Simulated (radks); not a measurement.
The numbers below are computed, except where a source is named.
Excited configurations of Te XVII: one electron is placed in a higher orbital outside [Ar] 3d10 4s2 4p5. The ground configuration is [Kr]. Code: a radial shooting solver on a logarithmic mesh with Libxc functionals. Model: scalar-relativistic Kohn-Sham, BLYP, spin-polarised, spherical densities, finite nucleus; open shells are filled with parallel spins first (spin-orbit coupling, left out, can overturn this in heavy ions); Fermi nuclear charge, rms radius 4.7423 fm. Excitation = E - E(ground); binding = E(ion) - E, where the ion is the core of charge +17; n* = 17/sqrt(2 binding) in atomic units. These energies are relativistic, and a one-electron ion of charge +17 with no core already has n* below n in this formula (scalar-relativistic equation, point nucleus: 4d 3.998, 4f 3.999, 5s 4.993, 5p 4.996, 6s 5.993, 6p 5.996, 6d 5.998, 7d 6.998). The quantum defect is therefore taken as that value minus n*, so that it holds no relativistic shift of the bare ion.

outer orbital,excitation (eV),binding (eV),quantum defect,eigenvalue (eV)
4d,80.219,385.63,0.805,-371.45
4f,168.32,297.53,0.364,-283.57
5s,191.19,274.66,1.210,-266.49
5p,213.95,251.90,1.045,-244.17
6s,293.93,171.92,1.211,-167.39
6p,305.48,160.36,1.044,-156.02
6d,323.09,142.76,0.750,-138.67
7d,364.74,101.11,0.762,-98.402

The Delta-SCF ionisation energy is 465.85 eV (NIST Atomic Spectra Database: 461 eV, theoretical). Self-interaction in the functional shifts the binding energies and quantum defects, so they are the method's values and not measured ones. Open shells are spherical and high-spin; term and fine-structure splittings are not resolved. Spin-orbit splitting is averaged out at the scalar-relativistic level.
